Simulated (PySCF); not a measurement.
TDDFT excited states: C2H6I2Si

Species: SiI2Me2, C₂H₆I₂Si.
SMILES: `C[Si](C)(I)I`

The calculation used TDDFT PBE0/def2-SVPD, vertical, gas phase, core orbitals frozen in the response, def2 core potentials past Kr (PySCF 2.14.0, density-fitted response routines). Isolated species at its PBE0-D3(BJ)/def2-SVP geometry, gas phase. Spin–orbit coupling is left out.

```tsv
state	λ (nm)	E (eV)	f	main configurations (H = HOMO, L = LUMO)
S1	240.5	5.16	0.060	H→L (96%)
S2	234.0	5.30	0.0008	H-1→L (80%), H-2→L (18%)
S3	233.4	5.31	0.0072	H-2→L (80%), H-1→L (18%)
S4	220.8	5.62	0.0083	H-3→L (94%)
S5	201.0	6.17	0.0053	H→L+1 (92%)
S6	194.1	6.39	0.0000	H-1→L+1 (47%), H-2→L+1 (47%)
S7	193.0	6.42	0.015	H-2→L+1 (48%), H-1→L+1 (47%)
S8	186.7	6.64	0.015	H→L+2 (82%), H-3→L+1 (14%)
S9	183.2	6.77	0.068	H-3→L+1 (73%), H→L+2 (14%)
S10	179.3	6.92	0.0084	H-1→L+2 (68%), H-2→L+2 (23%)
```

Triplets, Tamm–Dancoff:

| state | E (eV) | λ (nm) | main configurations (H = HOMO, L = LUMO) |
| --- | --- | --- | --- |
| T1 | 4.63 | 268.0 | H→L (96%) |
| T2 | 4.92 | 251.8 | H-1→L (71%), H-2→L (21%) |
| T3 | 4.93 | 251.3 | H-2→L (71%), H-1→L (21%) |

The lowest singlet lies at 5.16 eV (240 nm, ultraviolet) and is of moderate strength; its leading configuration is HOMO→LUMO (96%). The most intense listed level is S9 at 6.77 eV (183 nm, f = 0.068), 1.61 eV above S1. Löwdin shares by element: HOMO iodine 96%; LUMO iodine 62%, silicon 26%, carbon 5% or more. Weighted by f, the mean energy of these states is 6.09 eV. Orbital energies (eV): HOMO-3 -7.94, HOMO-2 -7.65, HOMO-1 -7.64, HOMO -7.37, LUMO -1.06, LUMO+1 -0.07, LUMO+2 0.25. The vertical ionisation energy (ΔSCF) is 9.18 eV, 2.26 eV above S10. Singlets were solved by full linear response, triplets in the Tamm–Dancoff approximation.
